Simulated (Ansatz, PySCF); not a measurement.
Stretching the Si3–H4 bond in H4MgSi (SMILES [MgH][SiH3]) (multiplicity 1 held, fragments rigid). Energies count from the point at 1.491 Å.
Geometry at that point (charge 0, multiplicity 1):
```xyz
6

Mg    -1.2739    -0.6992    -0.1785
H     -2.7546    -1.5120    -0.3860
Si     0.9718     0.5334     0.1362
H      1.6131     0.2497     1.4524
H      0.8377     2.0169     0.0636
H      1.9863     0.1688    -0.8943
```

Restricted levels (R-, RO-) in cc, def2 and unpolarised 6-31G sets keep to the state of the molecule at rest. Unrestricted levels (U-) break spin symmetry where that is lower. Curves can end on different states.

Rows in 6-31G* carry no dispersion term and start afresh at each structure (6-31G* with six Cartesian d functions).

Programs: Ansatz (Gaussian basis) for Hartree–Fock, density functionals and correlated methods; PySCF for 6-31G* rows. Values without a source in brackets are computed.

Task: One of these levels gives 87.37 kcal/mol for the energy at R = 4.772 Å. Which one is it?
A) U-B3LYP/def2-TZVPP
B) R-B3LYP/def2-TZVPP
C) U-HF/6-31G*

Result: A, U-B3LYP/def2-TZVPP. The others give 67.69 (U-HF/6-31G*), 119.01 (R-B3LYP/def2-TZVPP)

Doubts at one or more of the structures used: a spin-contaminated determinant (U-HF/6-31G*, U-B3LYP/def2-TZVPP); a restricted determinant that unrestricted orbitals would lower (R-B3LYP/def2-TZVPP).

Ansatz is a first-principles code.
